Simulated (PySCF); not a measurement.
**Ge⁻ (germanium, charge -1) across methods**

[Ar] 3d10 4s2 4p3, high-spin 4S determinant. Calculation: PySCF 2.14, in dyall-av2z; the non-relativistic Hamiltonian (point nucleus). The B2PLYP total includes its PT2 part (frozen core); its orbital energies are those of the SCF part.

| method | E (hartree) | mean ε 4s α (eV) | mean ε 4s β (eV) | mean ε 4p α (eV) | Σ⟨r²⟩ (bohr²) | ⟨S²⟩ |
| --- | --- | --- | --- | --- | --- | --- |
| r2SCAN | -2076.984 | -6.230 | -4.007 | 0.941 | 66.53 | 3.751 |
| B2PLYP | -2076.574 | -8.696 | -5.591 | -0.204 | 66.91 | 3.751 |
| LC-wPBE | -2076.716 | -10.475 | -7.231 | -1.725 | 63.16 | 3.754 |
| UHF | -2075.37189 | -11.292 | -6.211 | -1.636 | 65.56 | 3.752 |
| LDA | -2073.861 | -5.917 | -4.448 | 1.052 | 69.40 | 3.750 |
| PBEsol | -2075.192 | -5.737 | -4.071 | 1.136 | 68.50 | 3.751 |
| BP86 | -2077.274 | -5.867 | -4.326 | 1.038 | 69.09 | 3.751 |
| PBE0 | -2076.734 | -7.233 | -4.819 | 0.379 | 66.66 | 3.751 |
| PBE | -2076.689 | -5.745 | -4.090 | 1.120 | 69.02 | 3.751 |

The outer electron is barely bound at this level, so radii and moments hang on the diffuse functions.

The highest occupied level is positive at r2SCAN, LDA, PBEsol, BP86, PBE0, PBE: only the finite basis holds that electron, which in a density functional comes from self-interaction.
